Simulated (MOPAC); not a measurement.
MOPAC input (PM7):

```
PM7 FORCE THERMO(298,298) PRECISE LET CHARGE=-1 GEO-OK AUX(PRECISION=9) THREADS=1
H9OSi4

O    -0.50477639 1    0.09295478 1   -1.91412346 1
Si   -0.05424724 1   -0.01467648 1   -0.32552218 1
Si    1.53110059 1   -1.45260431 1    0.11785616 1
Si   -1.90369817 1   -0.62061114 1    0.77157782 1
Si    0.65407987 1    2.03120320 1    0.22574719 1
H    -0.12523879 1   -0.41943326 1   -2.62463405 1
H     2.93217039 1   -1.09432651 1    0.07390022 1
H     1.25164484 1   -2.83694615 1    0.43219145 1
H    -2.32138511 1   -1.98257714 1    0.43894150 1
H    -3.02979569 1    0.25591621 1    0.44265117 1
H    -1.74498798 1   -0.55413713 1    2.22532510 1
H    -0.33326819 1    3.05150505 1   -0.13302557 1
H     1.89532800 1    2.38914675 1   -0.46068250 1
H     0.89060076 1    2.17855763 1    1.66287373 1
```

Output:

```
 *******************************************************************************
 **                                                                           **
 **                              MOPAC v23.2.5                                **
 **                                                                           **
 *******************************************************************************
 ** MOPAC's Digital Object Identifier: https://doi.org/10.5281/zenodo.6511958 **
 **                                                                           **
 ** Please cite the open-source release paper for use of this MOPAC version:  **
 ** J. E. Moussa and J. J. P. Stewart (2026)                                  **
 ** MOPAC: An open-source semiempirical molecular orbital program             **
 ** J. Open Source Softw., 11(119), 8025, https://doi.org/10.21105/joss.08025 **
 *******************************************************************************

                              PM7 CALCULATION RESULTS

 *******************************************************************************
 *  PM7        - The PM7 Hamiltonian to be used
 *  GEO-OK     - OVERRIDE INTERATOMIC DISTANCE AND OTHER SAFETY CHECKS
 *
 *
 *
 *                 CHARGE ON SYSTEM = -1
 *
 *
 *
 *  LET        - OVERRIDE SOME SAFETY CHECKS
 *  PRECISE    - TIGHTER CRITERIA TO BE USED
 *  FORCE      - FORCE CALCULATION SPECIFIED
 *  AUX        - OUTPUT AUXILIARY INFORMATION
 *  THERMO     - THERMODYNAMIC QUANTITIES TO BE CALCULATED
 *******************************************************************************
PM7 FORCE THERMO(298,298) PRECISE LET CHARGE=-1 GEO-OK AUX(PRECISION=9) THREADS=1
 H9OSi4

   ATOM   CHEMICAL          X               Y               Z
  NUMBER   SYMBOL      (ANGSTROMS)     (ANGSTROMS)     (ANGSTROMS)

     1       O         -0.50477639  *   0.09295478  *  -1.91412346  *
     2      Si         -0.05424724  *  -0.01467648  *  -0.32552218  *
     3      Si          1.53110059  *  -1.45260431  *   0.11785616  *
     4      Si         -1.90369817  *  -0.62061114  *   0.77157782  *
     5      Si          0.65407987  *   2.03120320  *   0.22574719  *
     6       H         -0.12523879  *  -0.41943326  *  -2.62463405  *
     7       H          2.93217039  *  -1.09432651  *   0.07390022  *
     8       H          1.25164484  *  -2.83694615  *   0.43219145  *
     9       H         -2.32138511  *  -1.98257714  *   0.43894150  *
    10       H         -3.02979569  *   0.25591621  *   0.44265117  *
    11       H         -1.74498798  *  -0.55413713  *   2.22532510  *
    12       H         -0.33326819  *   3.05150505  *  -0.13302557  *
    13       H          1.89532800  *   2.38914675  *  -0.46068250  *
    14       H          0.89060076  *   2.17855763  *   1.66287373  *

          CARTESIAN COORDINATES

    NO.       ATOM           X           Y           Z

     1         O         -0.5048      0.0930     -1.9141
     2        Si         -0.0542     -0.0147     -0.3255
     3        Si          1.5311     -1.4526      0.1179
     4        Si         -1.9037     -0.6206      0.7716
[...]
 TRAVEL (Ang.)       0.4156         Si 5 -- H 14         +16.3% ( 39.8%)     97.6%
 REDUCED MASS        0.1696         Si 4 -- H 11         +16.3% ( 39.8%)     97.6%
 EFFECTIVE MASS      1.1213         Si 5 -- H 12         +13.7% ( 36.6%)     97.1%
 FORCE CONSTANT      0.5292         Si 4 -- H 10         +13.7% ( 36.6%)     97.1%

 VIBRATION         33   18A'          ATOM PAIR      ENERGY CONTRIBUTION    RADIAL
 FREQUENCY          2301.46         Si 4 -- H  9         +19.4% ( 43.5%)     98.3%
 TRANSITION DIPOLE   0.0342         Si 5 -- H 13         +19.4% ( 43.5%)     98.3%
 TRAVEL (Ang.)       0.4166         Si 4 -- H 11         +16.7% ( 40.4%)     97.7%
 REDUCED MASS        0.1688         Si 5 -- H 14         +16.7% ( 40.4%)     97.7%
 EFFECTIVE MASS      1.1216         Si 4 -- H 10         +13.8% ( 36.7%)     97.1%
 FORCE CONSTANT      0.5268         Si 5 -- H 12         +13.8% ( 36.7%)     97.1%

 VIBRATION         34   19A'          ATOM PAIR      ENERGY CONTRIBUTION    RADIAL
 FREQUENCY          2330.81         Si 3 -- H  8         +50.0% ( 70.4%)     98.1%
 TRANSITION DIPOLE   0.3981         Si 3 -- H  7         +50.0% ( 70.4%)     98.1%
 TRAVEL (Ang.)       0.2418
 REDUCED MASS        0.4949
 EFFECTIVE MASS      1.1751
 FORCE CONSTANT      1.5842

 VIBRATION         35   16A"          ATOM PAIR      ENERGY CONTRIBUTION    RADIAL
 FREQUENCY          2343.39         Si 3 -- H  7         +49.9% ( 71.1%)     98.6%
 TRANSITION DIPOLE   0.2590         Si 3 -- H  8         +49.9% ( 71.1%)     98.6%
 TRAVEL (Ang.)       0.2354         Si 2 -- Si 3          +0.2% (  4.9%)      0.0%
 REDUCED MASS        0.5194
 EFFECTIVE MASS      1.4564
 FORCE CONSTANT      1.6804

 VIBRATION         36   20A'          ATOM PAIR      ENERGY CONTRIBUTION    RADIAL
 FREQUENCY          2771.04         O  1 -- H  6         +99.7% (100.0%)     98.3%
 TRANSITION DIPOLE   1.4386         O  1 -- Si 2          +0.3% (  5.9%)     42.0%
 TRAVEL (Ang.)       0.1600
 REDUCED MASS        0.9500
 EFFECTIVE MASS      1.3228
 FORCE CONSTANT      4.2979

      SYMMETRY NUMBER FOR POINT-GROUP Cs  =  1

          SYSTEM IS A GROUND STATE

 H9OSi4

          MOLECULE IS NOT LINEAR

          THERE ARE 36 GENUINE VIBRATIONS IN THIS SYSTEM
          THIS THERMODYNAMICS CALCULATION IS LIMITED TO
          MOLECULES WHICH HAVE NO INTERNAL ROTATIONS

                    CALCULATED THERMODYNAMIC PROPERTIES
                                          *
   TEMP. (K)   PARTITION FUNCTION   H.O.F.    ENTHALPY  HEAT CAPACITY ENTROPY
                                   KCAL/MOL   CAL/MOLE    CAL/K/MOL  CAL/K/MOL

 298.00  VIB.     0.1086D+04                  5189.1047    33.0765    31.3034
         ROT.     0.4985D+06                   888.2803     2.9808    29.0515
         INT.     0.5411D+09                  6077.3850    36.0573    60.3549
         TRA.     0.1557D+28                  1480.4672     4.9680    40.6631
         TOT.                      -88.964    7557.8522    41.0253   101.0180

   *: NOTE: HEATS OF FORMATION ARE RELATIVE TO THE
            ELEMENTS IN THEIR STANDARD STATE AT 298K
              (=  Standard Enthalpy of Formation).

            Hvib:  Zero-point energy is not included.
                   frequencies of less than zero cm-1 are not included.
            Hrot = (3/2)RT
            Htra = (3/2)RT + pV = (5/2)RT

            Heat capacity is Cp, not Cv

          For more information, see: HTTP://OpenMOPAC.net/Manual/thermochemistry.html

           FORCE CONSTANT IN CARTESIAN COORDINATES (Millidynes/A)

    ATOM   CHEMICAL       X               Y               Z
   NUMBER   SYMBOL  FORCE CONSTANT  FORCE CONSTANT  FORCE CONSTANT

      1       O        5.133202        3.043086        0.244192
      2      Si        4.500904        2.376217        2.695719
      3      Si        1.324218        2.901275        4.705427
      4      Si        4.367618        4.109735        3.689750
      5      Si        4.367668        4.109496        3.689938
      6       H        2.306061        2.583926        0.042606
      7       H        0.258117        0.927163        2.306057
      8       H        0.258230        0.927736        2.305371
      9       H        0.419232        0.999033        2.154392
     10       H        0.866171        2.413491        0.288736
     11       H        2.915187        0.388202        0.276761
     12       H        0.866191        2.413571        0.288637
     13       H        0.419346        0.998473        2.154837
     14       H        2.915163        0.388214        0.276772

 **********************
 *                    *
 * JOB ENDED NORMALLY *
 *                    *
 **********************

 == MOPAC DONE ==
```

The dipole moment of an ion depends on the origin.
